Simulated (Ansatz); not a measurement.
Ansatz (a quantum-chemistry and plane-wave program) input (CCSD(T)/def2-QZVPPD):
A basis named .json is the Basis Set Exchange file of that set.

Ansatz 0.2 input:
```yaml
crystal:
  periodic: [false, false, false]
  atoms:
    - {symbol: C, position_ang: [2.76971514, -0.62235607, 0.25308902]}
    - {symbol: O, position_ang: [1.48893568, -1.16060206, -0.05018242]}
    - {symbol: Ga, position_ang: [-0.00354554, -0.21368559, -0.04853868]}
    - {symbol: Cl, position_ang: [0.03116380, 1.88708421, 0.42929404]}
    - {symbol: O, position_ang: [-1.52532681, -1.02124335, -0.44385531]}
    - {symbol: C, position_ang: [-2.78567845, -0.36367171, -0.47936080]}
    - {symbol: H, position_ang: [3.43192975, -0.77331660, -0.60299968]}
    - {symbol: H, position_ang: [3.18518157, -1.15234428, 1.11375392]}
    - {symbol: H, position_ang: [2.74127241, 0.44616047, 0.48491967]}
    - {symbol: H, position_ang: [-2.72446431, 0.69446527, -0.20954250]}
    - {symbol: H, position_ang: [-3.20147276, -0.44032965, -1.48707094]}
    - {symbol: H, position_ang: [-3.46541085, -0.85988314, 0.21757218]}
basis:
  gaussian:
    orbitals: def2-QZVPPD.json
magnetization: {spin_polarized: false}
correlation: {method: ccsd_t, electrons: outside_noble_gas}
```

End of the output:

```
integrals: 23.54 GiB planned
3750 factors; integrals over basis functions are off by at most 9.5e-4 eV
8.95 GiB of device memory are held for the factors and their scratch space
mean field: 9.23 GiB planned
mean field evaluation 1: about -71070.3130 eV, gradient 5.0e1 eV
mean field evaluation 2: about -71070.4120 eV, gradient 5.0e1 eV
mean field evaluation 4: about -71075.3181 eV, gradient 5.3e0 eV
mean field evaluation 8: about -71075.3883 eV, gradient 4.8e-1 eV
mean field evaluation 16: about -71070.3109 eV, gradient 5.0e1 eV
mean field -71075.38890309 eV, -2611.9723655597 hartree, gradient 2.1e-6 eV, S^2 0.000000; 0 other end points of the search recorded, 0 dependent functions left out
23 core orbitals not correlated, not the lowest: weight in the atoms' cores, before any rotation towards them, 0.798 or more for the frozen orbitals, at most 0.191 for the correlated occupied ones
reference -71075.38890309 eV, -2611.9723655597 hartree; 18, 18 occupied and 589, 589 virtual orbitals, 3750 factors
second order -31.95679813 eV of doubles, -0.00000000 eV of singles
coupled cluster: 179.14 GiB planned
cycle   1  -31.92553447 eV  change    3.1e-2 eV  update   1.2e-1
cycle   2  -32.63129623 eV  change   -7.1e-1 eV  update   3.8e-2
cycle   3  -32.82471295 eV  change   -1.9e-1 eV  update   2.0e-2
cycle   4  -32.80853560 eV  change    1.6e-2 eV  update   5.1e-3
cycle   5  -32.80497426 eV  change    3.6e-3 eV  update   2.7e-3
cycle   6  -32.80667385 eV  change   -1.7e-3 eV  update   8.8e-4
cycle   7  -32.80625532 eV  change    4.2e-4 eV  update   3.4e-4
cycle   8  -32.80607967 eV  change    1.8e-4 eV  update   9.4e-5
cycle   9  -32.80611831 eV  change   -3.9e-5 eV  update   3.6e-5
cycle  10  -32.80613739 eV  change   -1.9e-5 eV  update   1.4e-5
perturbative correction -1.37476323 eV, -0.0505216169 hartree
Total energy: -71109.56980371 eV, -2613.2284904888 hartree
```
